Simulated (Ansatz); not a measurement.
The molecule YC, multiplicity 6 (an upper state: multiplicity 4 came lower at CCSD(T)/def2-TZVPP on PBE0 minima). No spin–orbit coupling.

The constants come from a fifth-degree fit in 1/R (seven points, main isotopes). In def2 and cc sets the state is the lowest found near the PBE0 minimum, followed along R.

The values were computed with Ansatz (Gaussian orbitals). Values without a source in brackets are computed. In def2 rows elements past Kr take small-core potentials, without spin–orbit coupling.

Energies at wB97X-V/def2-TZVPP:

```json
[
 {"R (Å)": "2.094615", "E (hartree)": "-76.11934350"},
 {"R (Å)": "2.150922", "E (hartree)": "-76.12362826"},
 {"R (Å)": "2.202725", "E (hartree)": "-76.12591590"},
 {"R (Å)": "2.261284", "E (hartree)": "-76.12692831"},
 {"R (Å)": "2.319843", "E (hartree)": "-76.12657822"},
 {"R (Å)": "2.387411", "E (hartree)": "-76.12483227"},
 {"R (Å)": "2.466241", "E (hartree)": "-76.12140966"}
]
```

Problem. With a reduced mass of 10.5729 u, find the minimum, the force constant and the constants.

Solution. A fifth-degree polynomial in 1/R puts the minimum at r_e = 2.2737 Å with force constant 165 N/m. Then ω_e = (1/2πc)√(k/μ) = 514 cm⁻¹ and B_e = h/(8π²cμr_e²) = 0.3084 cm⁻¹; the cubic and quartic terms give α_e = 0.0020 and ω_e x_e = 2.4 cm⁻¹.

Ansatz is an electronic-structure program.
